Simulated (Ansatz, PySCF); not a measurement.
BFH4O3Si, SMILES OB(O)O[SiH2]F. Atoms are numbered in the order given.

```xyz
10

Si    -1.3933    -0.4874     0.0590
F     -2.0180     0.2769    -1.2216
O     -0.0331     0.2951     0.5436
B      1.3284     0.2317     0.2892
O      2.1231     1.2445     0.7086
O      1.9163    -0.8077    -0.3571
H     -1.0580    -1.8717    -0.3806
H     -2.3859    -0.4454     1.1546
H      1.6095     1.9342     1.1387
H      1.3103    -1.5087    -0.6091
```
Charge 0, spin multiplicity 1.

The structure is a stationary point at PBE0-D3(BJ)/def2-SVP. This is a generated structure with no PubChem entry under its InChIKey; it may be hypothetical. The values are those of a single conformer.

Two levels are set side by side: PBE-D3(BJ)/def2-SVP (Ansatz, a first-principles code) and PBE0-D3(BJ)/def2-SVP (Ansatz). Each level has its own optimised geometry; the coordinates shown are those of the second. Frequencies come from the Hessian of PySCF at each geometry. Differences are taken from unrounded values.

| quantity | PBE0-D3(BJ) |
|---|---|
| mean bond length (Å) | 1.361 |
| bond Si1–F2 (Å) | 1.617 |
| bond Si1–O3 (Å) | 1.642 |
| bond O3–B4 (Å) | 1.387 |
| bond B4–O5 (Å) | 1.354 |
| bond B4–O6 (Å) | 1.358 |
| bond Si1–H7 (Å) | 1.491 |
| bond Si1–H8 (Å) | 1.479 |
| bond O5–H9 (Å) | 0.961 |
| bond O6–H10 (Å) | 0.960 |
| highest harmonic wavenumber (cm⁻¹) | 3942 |
| mean harmonic wavenumber (cm⁻¹) | 1105 |
| zero-point energy (kcal/mol) | 37.90 |

Q: What does PBE-D3(BJ) give, and how far is it from PBE0-D3(BJ)? (Estimate from the structure and the level; the computed values follow.)

A: 
| quantity | PBE-D3(BJ) | PBE-D3(BJ) minus PBE0-D3(BJ) |
|---|---|---|
| mean bond length (Å) | 1.374 | 0.013 |
| bond Si1–F2 (Å) | 1.632 | 0.015 |
| bond Si1–O3 (Å) | 1.659 | 0.017 |
| bond O3–B4 (Å) | 1.400 | 0.014 |
| bond B4–O5 (Å) | 1.366 | 0.012 |
| bond B4–O6 (Å) | 1.369 | 0.012 |
| bond Si1–H7 (Å) | 1.504 | 0.014 |
| bond Si1–H8 (Å) | 1.491 | 0.012 |
| bond O5–H9 (Å) | 0.973 | 0.011 |
| bond O6–H10 (Å) | 0.972 | 0.012 |
| highest harmonic wavenumber (cm⁻¹) | 3771 | -172 |
| mean harmonic wavenumber (cm⁻¹) | 1064 | -41 |
| zero-point energy (kcal/mol) | 36.49 | -1.41 |

GGA bonds tend to be longer and softer than those of functionals with exact exchange. Differences between two approximate levels are no errors against the true value.
